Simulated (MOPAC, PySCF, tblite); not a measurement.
Bond stretch in AlN, triplet. Each curve is given relative to its own lowest point near equilibrium.

```json
[
 {"R / Å": "1.45", "A": "1.887", "B": "2.305", "C": "0.776"},
 {"R / Å": "1.52", "A": "0.825", "B": "1.287", "C": "0.553"},
 {"R / Å": "1.60", "A": "0.206", "B": "0.566", "C": "0.162"},
 {"R / Å": "1.67", "A": "0.000", "B": "0.212", "C": "0.000"},
 {"R / Å": "1.75", "A": "0.005", "B": "0.028", "C": "0.885"},
 {"R / Å": "1.79", "A": "0.071", "B": "0.000", "C": "0.880"},
 {"R / Å": "1.86", "A": "0.255", "B": "0.014", "C": "0.949"},
 {"R / Å": "1.88", "A": "0.319", "B": "0.014", "C": "0.981"},
 {"R / Å": "1.95", "A": "0.574", "B": "0.001", "C": "1.115"},
 {"R / Å": "2.09", "A": "1.160", "B": "0.113", "C": "1.338"},
 {"R / Å": "2.24", "A": "1.819", "B": "0.368", "C": "1.472"},
 {"R / Å": "2.39", "A": "2.453", "B": "0.678", "C": "1.570"}
]
```

Energies in eV.

Match the curves with the methods GFN2-xTB, 300 K electronic temperature (tblite 0.5.0); MOPAC with PM3, unrestricted, heats of formation; unrestricted B3LYP/6-31G*, spherical d (PySCF).

A is GFN2-xTB; B is UKS-B3LYP/6-31G*; C is PM3.

The scan ran from 1.45 to 7.10 Å; beyond the distances shown one of the unrestricted levels run for this scan, shown here or not, changes its spin distribution in one step.
